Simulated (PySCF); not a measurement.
A side-by-side comparison of computed properties.

First species: C6H11FP2.
SMILES: `CC=[P@]1(P)C=C(F)CC1`

Second species: C₅H₁₆BP.
SMILES: `[BH3-][P@@H+](C)[C@@H](C)CC`

Levels: CAM-B3LYP/def2-SVPD for HOMO energy, LUMO energy, HOMO–LUMO gap and static isotropic polarisability; TDDFT CAM-B3LYP/def2-SVPD for lowest singlet excitation; TDA CAM-B3LYP/def2-SVPD for lowest triplet excitation (Tamm–Dancoff); ΔSCF CAM-B3LYP/def2-SVPD for vertical ionisation energy. Geometries: PBE0-D3(BJ)/def2-SVP. Each structure is a single optimised conformer of the isolated species, non-relativistic unless stated; the electronic structure was computed with PySCF and density fitting.

The conformers computed, where there is a choice (atom-mapped SMILES and torsion angles):
- `[BH3-:1][P@@H+:2]([CH3:3])[C@@H:4]([CH3:5])[CH2:6][CH3:7]`: B1–P2–C4–C5 173°, P2–C4–C6–C7 169°

The conformers of `CC=[P@]1(P)C=C(F)CC1` aren't listed.

```tsv
property	column X	column Y
HOMO energy	-6.00 eV	-9.35 eV
LUMO energy	0.58 eV	0.94 eV
HOMO–LUMO gap	6.58 eV	10.29 eV
lowest singlet excitation	3.69 eV	7.57 eV
lowest triplet excitation (Tamm–Dancoff)	2.93 eV	7.13 eV
static isotropic polarisability	132.7 au	105.6 au
vertical ionisation energy	6.42 eV	10.04 eV
```

(1) Which column belongs to which species?

(2) How does each property change from the first species to the second?

Results:

(1) Column X is the first species and column Y the second. The first has 20 atoms and 86 electrons, the second 23 and 66.

(2) HOMO energy -3.35 eV; LUMO energy +0.36 eV; HOMO–LUMO gap +3.71 eV; lowest singlet excitation +3.88 eV; lowest triplet excitation (Tamm–Dancoff) +4.20 eV; static isotropic polarisability -27.1 au; vertical ionisation energy +3.62 eV.

On the first: The 10 singlets span 3.69 to 6.12 eV, and their oscillator strengths add up to 0.48. The ΔSCF ionisation energy exceeds −ε(HOMO) by 0.42 eV with CAM-B3LYP.

On the second: The ΔSCF ionisation energy exceeds −ε(HOMO) by 0.69 eV with CAM-B3LYP. In wavenumbers S1 is 61000 cm⁻¹ (1 eV = 8065.54 cm⁻¹).
